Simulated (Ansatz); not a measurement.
`O[SiH](O)C[SiH2]Cl` + `C=C[NH][GeH3]` → `C=C[N]([GeH3])[SiH2]Cl` + `C[SiH](O)O`  (ligand exchange at the Si–C bond)

Isolated molecules relaxed with PBE0-D4/def2-TZVP in Ansatz; ΔE leaves out vibrations. CBS: MP2 limit from def2 TZ/QZ plus the TZ coupled-cluster correction, frozen cores. DFT in def2-TZVPP. B3LYP here is the variant with VWN-RPA as its local correlation; programs differ in this. For Ge outer-core shells are correlated without core-valence functions, which leaves a few kJ/mol of doubt a bond. Scalar relativity is left out up to krypton. Each species was taken in one conformer, which may not be the lowest.

Question: Is it downhill or uphill in electronic energy at CCSD(T)/CBS, and by how much? (Best estimate.)

Answer: Computed: Downhill: ΔE = -54.8 kJ/mol.

Question: What do these levels give: PBE-D4, B3LYP-D4, B2PLYP, r2SCAN, B3LYP, HF/def2-TZVPP, MP2/def2-TZVPP, SCS-MP2/def2-TZVPP, HF/def2-QZVPP, SCS-MP2/def2-QZVPP, MP2/CBS(def2), CCSD/CBS(def2)? (Estimate.)

Answer: The calculation gave: PBE-D4 -42.9, B3LYP-D4 -49.7, B2PLYP -51.8, r2SCAN -46.2, B3LYP -47.3, HF/def2-TZVPP -50.4, MP2/def2-TZVPP -57.3, SCS-MP2/def2-TZVPP -56.9, HF/def2-QZVPP -51.2, SCS-MP2/def2-QZVPP -57.3, MP2/CBS(def2) -57.8, CCSD/CBS(def2) -54.1 kJ/mol.

Largest T1 diagnostic among the species: 0.012.

In def2-TZVPP, CCSD(T) changes the Hartree–Fock value by −3.9 kJ/mol (the triples alone add −0.8 kJ/mol) and MP2 by −6.9 kJ/mol.
